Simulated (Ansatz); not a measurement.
Basis-set series for `[SiH3]P[NH][SbH2]`. Charge 0, multiplicity 1. Sb takes the def2 core potential. The structure was optimised at the PBE0-D4/def2-TZVP level. It is one conformer, not always the lowest.

```json
{"atom": "Si1", "x (Å)": "1.744", "y (Å)": "-0.296", "z (Å)": "1.069"}
{"atom": "P2", "x (Å)": "-0.419", "y (Å)": "-0.934", "z (Å)": "1.062"}
{"atom": "N3", "x (Å)": "-0.888", "y (Å)": "-0.575", "z (Å)": "-0.539"}
{"atom": "Sb4", "x (Å)": "-0.997", "y (Å)": "1.283", "z (Å)": "-1.373"}
{"atom": "H5", "x (Å)": "2.546", "y (Å)": "-1.334", "z (Å)": "0.371"}
{"atom": "H6", "x (Å)": "2.191", "y (Å)": "-0.190", "z (Å)": "2.484"}
{"atom": "H7", "x (Å)": "1.974", "y (Å)": "1.008", "z (Å)": "0.385"}
{"atom": "H8", "x (Å)": "-0.872", "y (Å)": "0.197", "z (Å)": "1.810"}
{"atom": "H9", "x (Å)": "-1.553", "y (Å)": "-1.246", "z (Å)": "-0.894"}
{"atom": "H10", "x (Å)": "-1.012", "y (Å)": "0.706", "z (Å)": "-2.987"}
{"atom": "H11", "x (Å)": "-2.714", "y (Å)": "1.382", "z (Å)": "-1.389"}
```

| functional | basis | functions | energy (Eh) | HOMO (eV) | LUMO (eV) |
| --- | --- | --- | --- | --- | --- |
| PBE0-D4 | def2-TZVPP | 263 | -929.78258 | -6.78 | -1.18 |
| PBE0-D4 | def2-QZVPP | 489 | -929.80932 | -6.80 | -1.24 |
| ωB97M-V | def2-TZVPP | 263 | -929.96732 | -8.84 | 0.55 |
| ωB97M-V | def2-QZVPP | 489 | -929.99274 | -8.86 | 0.43 |

Question: Give the rows for def2-SVP. (Estimate.)

Answer: Ansatz gave: 
```csv
functional,basis,functions,energy (Eh),HOMO (eV),LUMO (eV)
PBE0-D4,def2-SVP,111,-929.47836,-6.70,-0.89
ωB97M-V,def2-SVP,111,-929.65791,-8.73,1.00
```

Positive LUMOs are unbound and depend on the basis.
